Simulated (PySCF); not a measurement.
## Ca: excitation energy

Ca [Ar] 4s2 (1S) → Ca [Ar] 4p2 (3P), as a difference of total energies. Computed with PySCF 2.14 in aug-cc-pwCVTZ-X2C (9s8p6d3f, 84 functions), with the spin-free X2C one-electron Hamiltonian (Gaussian nucleus). Correlated levels: nothing frozen. The calculations carry no spin-orbit coupling.

```
                 method  excitation energy (eV)
                    UHF                   4.175
    MP2 (all electrons)                   4.979
SCS-MP2 (all electrons)                   5.092
   CCSD (all electrons)                   4.859
CCSD(T) (all electrons)                   4.874
```

How much does correlation contribute at CCSD(T) (all electrons)?

4.874 − (4.175) = 0.699 eV, measured against UHF.

Errors of the correlated levels include the incompleteness of this basis.

The coupled-cluster amplitudes are large for the upper state (T1 above 0.03 or a double amplitude above 0.15), so a single reference is strained.

For comparison: 4.774 eV (measured; NIST levels, between the centres of gravity of the two terms).
